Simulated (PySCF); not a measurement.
A structure optimised at B3LYP-D3(BJ)/def2-TZVPD, used in a PySCF frequency run:

```xyz
4

B      0.0000     0.0000     0.6923
N      0.0000     0.0000    -0.5410
H      0.0000     0.0000     1.8591
H      0.0000     0.0000    -1.5332
```

Problem. Write its SMILES, formula and point group.

Solution. B=N, BH2N, C∞v

Problem. What are its rotational constants (standard atomic weights)?

Solution. 33.398 GHz (linear rotor, B only)
